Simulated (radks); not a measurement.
Spherical jellium clusters: N electrons in a uniform positive sphere of charge N and radius rs N^(1/3), rs = 3.28 bohr. Method: non-relativistic Kohn-Sham, LDA (Slater exchange, Perdew-Wang correlation), spin-polarised, spherical densities; computed with a radial shooting solver with Libxc functionals. Levels are named by radial order and angular momentum (1s, 1p, 1d, 2s, ...), and open shells are averaged over m. Each electron was tried in the lowest free levels, single moves between levels near the top were tried too, and the lowest total energy was kept; such a search can miss a lower state. Energies include the self-energy of the background; IP and EA are vertical (highest electron removed, lowest free level filled), at fixed background; spill-out counts the electrons outside the background radius R, and alpha is the static dipole polarisability from linear response (closed shells only). A dash means not computed or, for alpha, an open shell; in EA it means that no bound solution was reached, which is typical of self-interaction and does not show that the anion is unstable. Real open-shell clusters deform, which this model forbids.

N,open shells,2S,E(N+1) + E(N-1) - 2E(N) (eV),IP (eV),EA (eV),-e(HOMO) (eV),spill-out (e)
1,"1s(up 1, down 0)",1,-,-,-,3.390,0.45
2,none,0,1.508,6.127,-,3.722,0.64
3,"1p(up 1, down 0)",1,-0.783,4.160,-,2.269,0.99
4,"1p(up 2, down 0)",2,-0.602,4.889,-,2.936,1.20
5,"1p(up 3, down 0)",3,0.326,5.316,-,3.380,1.34
6,"1p(up 3, down 1)",2,-0.487,4.824,-,3.077,1.50
7,"1p(up 3, down 2)",1,-0.361,5.214,1.823,3.463,1.63
8,none,0,1.691,5.474,-,3.744,1.74
9,"1d(up 1, down 0)",1,-0.341,3.691,-,2.159,1.94
10,"1d(up 2, down 0)",2,-0.301,4.032,-,2.503,2.11
11,"1d(up 3, down 0)",3,-0.264,4.301,-,2.783,2.25
12,"1d(up 4, down 0)",4,-0.230,4.520,1.582,3.015,2.37
13,"1d(up 5, down 0)",5,0.400,4.700,1.295,3.211,2.47
14,"1d(up 5, down 1)",4,-0.239,4.249,1.479,2.836,2.60
15,"1d(up 5, down 2)",3,-0.208,4.459,1.701,3.053,2.70
16,"1d(up 5, down 3)",2,-0.182,4.633,1.892,3.238,2.80
17,"1d(up 5, down 4)",1,-0.160,4.780,2.060,3.396,2.89
18,none,0,0.249,4.905,1.874,3.534,2.98
19,"2s(up 1, down 0)",1,0.212,4.622,1.750,3.290,3.16
20,none,0,0.766,4.418,-,3.134,3.39
21,"1f(up 1, down 0)",1,-0.169,3.683,-,2.418,3.50
22,"1f(up 2, down 0)",2,-0.156,3.834,1.357,2.577,3.60
23,"1f(up 3, down 0)",3,-0.144,3.969,1.506,2.720,3.70
24,"1f(up 4, down 0)",4,-0.133,4.090,1.642,2.849,3.78
25,"1f(up 5, down 0)",5,-0.123,4.199,1.766,2.967,3.86
26,"1f(up 6, down 0)",6,-0.114,4.297,1.880,3.074,3.94
27,"1f(up 7, down 0)",7,0.361,4.387,1.531,3.172,4.01
28,"1f(up 7, down 1)",6,-0.126,4.002,1.665,2.820,4.10
29,"1f(up 7, down 2)",5,-0.116,4.113,1.788,2.937,4.18
30,"1f(up 7, down 3)",4,-0.108,4.213,1.901,3.044,4.25
31,"1f(up 7, down 4)",3,-0.100,4.304,2.005,3.143,4.33
32,"1f(up 7, down 5)",2,-0.093,4.387,2.102,3.233,4.40
33,"1f(up 7, down 6)",1,-0.087,4.464,2.191,3.316,4.46
34,none,0,0.445,4.534,1.794,3.394,4.53
35,"2p(up 1, down 0)",1,-0.054,4.073,1.892,2.969,4.71
36,"2p(up 2, down 0)",2,-0.045,4.146,1.977,3.048,4.89
37,"2p(up 3, down 0)",3,0.243,4.208,1.787,3.117,5.06
38,"2p(up 3, down 1)",2,-0.054,3.981,1.890,2.923,5.26
39,"2p(up 3, down 2)",1,-0.046,4.062,1.982,3.009,5.46
40,none,0,0.325,4.133,1.648,3.085,5.65
41,"1g(up 1, down 0)",1,-,3.830,1.728,2.770,5.71

All shells are closed at N = 2, 8, 18, 20, 34, 40 (there: 1s2 1p6 1d10 2s2 1f14 2p6); the second difference of the energy has clear peaks (12 % above both neighbours; the first and last values, which can be the largest, are not judged, and half-filled shells can peak too) at N = 5, 8, 13, 18, 20, 27, 34, 37.
